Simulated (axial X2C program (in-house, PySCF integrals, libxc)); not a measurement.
**HBr: computed against measured constants**

Computed with an in-house all-electron X2C program for linear molecules (integrals from PySCF). Spin-free means the one-electron spin-free X2C Hamiltonian; two-component (2c) means X2C with spin–orbit coupling and atomic mean-field two-electron Coulomb and Gaunt terms, so the difference of the two also holds small scalar two-electron terms. Basis: Br dyall-cv4z [10s10p7d5f3g], H dyall-v4z [7s3p2d1f] (cores contracted in-house); Gaussian nuclei, density fitting, unrestricted open shells. Masses: Br 78.918 u, H 1.008 u.

```json
{"Hamiltonian": "spin-free", "level": "PBE0", "Re (Å)": "1.418", "ωe (cm⁻¹)": "2656.1", "ωexe (cm⁻¹)": "41", "De (eV)": "3.94"}
{"Hamiltonian": "spin-free", "level": "HF", "Re (Å)": "1.404", "ωe (cm⁻¹)": "2789.0", "ωexe (cm⁻¹)": "38.9", "De (eV)": "2.79"}
{"Hamiltonian": "spin-free", "level": "MP2", "Re (Å)": "1.412", "ωe (cm⁻¹)": "2710.9", "ωexe (cm⁻¹)": "41.2", "De (eV)": "3.97"}
{"Hamiltonian": "spin-free", "level": "CCSD", "Re (Å)": "1.416", "ωe (cm⁻¹)": "2668.5", "ωexe (cm⁻¹)": "43.8", "De (eV)": "3.95"}
{"Hamiltonian": "spin-free", "level": "CCSD(T)", "Re (Å)": "1.418", "ωe (cm⁻¹)": "2648.4", "ωexe (cm⁻¹)": "44.7", "De (eV)": "4.01"}
{"Hamiltonian": "spin-free", "level": "TPSSh", "Re (Å)": "1.420", "ωe (cm⁻¹)": "2626.7", "ωexe (cm⁻¹)": "42", "De (eV)": "4.06"}
{"Hamiltonian": "spin-free", "level": "r2SCAN", "Re (Å)": "1.418", "ωe (cm⁻¹)": "2636.7", "ωexe (cm⁻¹)": "42.3", "De (eV)": "4.02"}
{"Hamiltonian": "spin-free", "level": "BHandHLYP", "Re (Å)": "1.410", "ωe (cm⁻¹)": "2709.3", "ωexe (cm⁻¹)": "40.7", "De (eV)": "3.84"}
{"Hamiltonian": "2c", "level": "PBE0", "Re (Å)": "1.419", "ωe (cm⁻¹)": "2650.1", "ωexe (cm⁻¹)": "41.1", "De (eV)": "3.85"}
{"Hamiltonian": "2c", "level": "HF", "Re (Å)": "1.405", "ωe (cm⁻¹)": "2783.5", "ωexe (cm⁻¹)": "39", "De (eV)": "2.63"}
{"Hamiltonian": "2c", "level": "MP2", "Re (Å)": "1.412", "ωe (cm⁻¹)": "2706.0", "ωexe (cm⁻¹)": "41.3", "De (eV)": "3.82"}
{"Hamiltonian": "2c", "level": "CCSD", "Re (Å)": "1.417", "ωe (cm⁻¹)": "2663.2", "ωexe (cm⁻¹)": "43.9", "De (eV)": "3.81"}
{"Hamiltonian": "2c", "level": "CCSD(T)", "Re (Å)": "1.419", "ωe (cm⁻¹)": "2643.1", "ωexe (cm⁻¹)": "44.8", "De (eV)": "3.87"}
{"Hamiltonian": "2c", "level": "TPSSh", "Re (Å)": "1.420", "ωe (cm⁻¹)": "2620.8", "ωexe (cm⁻¹)": "42.1", "De (eV)": "n/a"}
{"Hamiltonian": "2c", "level": "r2SCAN", "Re (Å)": "1.419", "ωe (cm⁻¹)": "2631.2", "ωexe (cm⁻¹)": "42.4", "De (eV)": "n/a"}
{"Hamiltonian": "2c", "level": "BHandHLYP", "Re (Å)": "1.410", "ωe (cm⁻¹)": "2703.3", "ωexe (cm⁻¹)": "40.8", "De (eV)": "n/a"}
```

De refers to Br + H.

Correlated methods: 8 electrons correlated (number of frozen shells: Br 3 s, 2 p, 1 d; H none), 246 virtual spin orbitals or spinors in MP2, 110 natural virtuals in coupled cluster.

Measured (Huber and Herzberg, Constants of Diatomic Molecules, 1979; state 1Σ+): Re (Å) 1.41444, ωe (cm⁻¹) 2648.97, ωexe (cm⁻¹) 45.2175.

Task: Work out the error of each level, computed minus measured.

Result: 

```tsv
Hamiltonian	level	Re (Å)	ωe (cm⁻¹)	ωexe (cm⁻¹)
spin-free	PBE0	0.004	7.1	-4.22
spin-free	HF	-0.010	140.0	-6.32
spin-free	MP2	-0.002	61.9	-4.02
spin-free	CCSD	0.002	19.5	-1.42
spin-free	CCSD(T)	0.004	-0.6	-0.52
spin-free	TPSSh	0.006	-22.3	-3.22
spin-free	r2SCAN	0.004	-12.3	-2.92
spin-free	BHandHLYP	-0.004	60.3	-4.52
2c	PBE0	0.005	1.1	-4.12
2c	HF	-0.009	134.5	-6.22
2c	MP2	-0.002	57.0	-3.92
2c	CCSD	0.003	14.2	-1.32
2c	CCSD(T)	0.005	-5.9	-0.42
2c	TPSSh	0.006	-28.2	-3.12
2c	r2SCAN	0.005	-17.8	-2.82
2c	BHandHLYP	-0.004	54.3	-4.42
```

One determinant describes the state; a PBE0 search over occupations chose it and may have missed a lower one. The closed shell is kept restricted, so the energy runs too high when the bond is stretched far. De is counted from the lowest determinant-based energies of the atoms at the same level, without counterpoise correction. De is not given where an atomic determinant may have missed its ground term or J level, or where the truncated virtual space spoils (T). CCSD and (T) use frozen natural virtuals with an MP2 correction for the truncation; (T) itself is uncorrected, so its De runs slightly low. Without a current term, density functionals place determinants with orbital angular momentum somewhat too high.
